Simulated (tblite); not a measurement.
Species: C₄H₈B₂SSi.
Numbering: `[BH2:1][S:2][BH:3]/[C:4]([SiH3:5])=[CH:6]\[C:7]#[CH:8]` (hydrogens: H9, H10 on B1; H11 on B3; H12, H13, H14 on Si5; H15 on C6; H16 on C8)

Computed with GFN2-xTB (tblite), gas phase: L-BFGS steps from a force-field or distance-geometry start until the largest atomic force falls under 0.01 eV/Å.

Step 61: E = -544.5976 eV
```
atom  x, y, z in Å  |  force x, y, z in eV/Å
B1      2.4089    2.3730    0.0026    0.012   0.043  -0.030
S2      0.7159    2.0639    0.3888   -0.005   0.005   0.012
B3      0.3105    0.5619   -0.5299   -0.044   0.013  -0.020
C4     -0.8890   -0.2887   -0.0871   -0.067  -0.013   0.071
Si5    -2.5711    0.4611    0.3661   -0.080   0.019  -0.002
C6     -0.7534   -1.6162    0.1160   -0.024   0.013   0.000
C7      0.4766   -2.2757   -0.0409    0.004  -0.059  -0.002
C8      1.5445   -2.8125   -0.1704    0.007  -0.047  -0.011
H9      3.0076    1.6385   -0.6792   -0.006   0.002  -0.025
H10     2.9047    3.3183    0.4746   -0.008  -0.008   0.027
H11     0.9695    0.2728   -1.4538    0.019   0.010   0.016
H12    -2.7627    1.7835   -0.2283    0.072  -0.012   0.019
H13    -2.6523    0.5054    1.8313   -0.023   0.039  -0.050
H14    -3.6039   -0.4443   -0.1617    0.052   0.001   0.035
H15    -1.5784   -2.2348    0.4579    0.041   0.018  -0.043
H16     2.4649   -3.2971   -0.2977    0.049  -0.025   0.004
```

Step 62: E = -544.5990 eV
```
atom  x, y, z in Å  |  force x, y, z in eV/Å
B1      2.4135    2.3785   -0.0018    0.005   0.073  -0.012
S2      0.7267    2.0594    0.4053   -0.010  -0.027  -0.007
B3      0.3139    0.5595   -0.5156   -0.035   0.019  -0.036
C4     -0.8914   -0.2895   -0.0819   -0.003  -0.033   0.058
Si5    -2.5732    0.4602    0.3660   -0.058   0.023   0.003
C6     -0.7564   -1.6191    0.1102   -0.027   0.011   0.000
C7      0.4744   -2.2796   -0.0438    0.004  -0.045  -0.003
C8      1.5438   -2.8152   -0.1688   -0.007  -0.043  -0.013
H9      3.0093    1.6519   -0.6939   -0.008  -0.007  -0.028
H10     2.9072    3.3276    0.4669   -0.011  -0.027   0.017
H11     0.9732    0.2672   -1.4401    0.007   0.024   0.043
H12    -2.7698    1.7782   -0.2301    0.076   0.036  -0.007
H13    -2.6540    0.5131    1.8282   -0.026   0.035  -0.001
H14    -3.6049   -0.4429   -0.1585    0.013  -0.043   0.016
H15    -1.5848   -2.2400    0.4403    0.049   0.019  -0.040
H16     2.4648   -3.3003   -0.2940    0.030  -0.015   0.008
```

Q: Estimate the geometry and energy of step 63. (The exact step hangs on the optimiser's Hessian estimate; all steps are aligned on step 62, rigid shifts and turns removed.)

A: E = -544.6000 eV, largest force 0.107 eV/Å
```
atom  x, y, z in Å  |  force x, y, z in eV/Å
B1      2.4135    2.3806   -0.0037    0.024   0.054  -0.035
S2      0.7310    2.0581    0.4103   -0.060  -0.040   0.005
B3      0.3137    0.5583   -0.5087   -0.025   0.024  -0.042
C4     -0.8933   -0.2901   -0.0765    0.039   0.001   0.026
Si5    -2.5756    0.4613    0.3658   -0.010   0.010   0.009
C6     -0.7553   -1.6197    0.1084    0.004  -0.023  -0.005
C7      0.4754   -2.2824   -0.0454   -0.023  -0.001  -0.001
C8      1.5447   -2.8184   -0.1687    0.013  -0.051  -0.018
H9      3.0076    1.6585   -0.7024   -0.009  -0.003  -0.022
H10     2.9047    3.3286    0.4667    0.014  -0.001   0.026
H11     0.9731    0.2632   -1.4328    0.001   0.028   0.050
H12    -2.7700    1.7770   -0.2308    0.072   0.074  -0.029
H13    -2.6549    0.5198    1.8256   -0.033   0.033   0.042
H14    -3.6055   -0.4397   -0.1577   -0.023  -0.076   0.000
H15    -1.5829   -2.2421    0.4318    0.002  -0.017  -0.016
H16     2.4661   -3.3040   -0.2933    0.013  -0.010   0.011
```

The energy changes by -0.0010 eV. The first-order estimate −F·Δx gives -0.0016 eV and the mean of the old and new forces, exact on a quadratic surface, -0.0010 eV. The step makes an angle of 71° with the force vector and moves no atom by more than 0.011 Å.

The cost below is that of the whole relaxation. On one thread of an Arm Neoverse N1, on a shared host, this took 2.4 s of wall time.
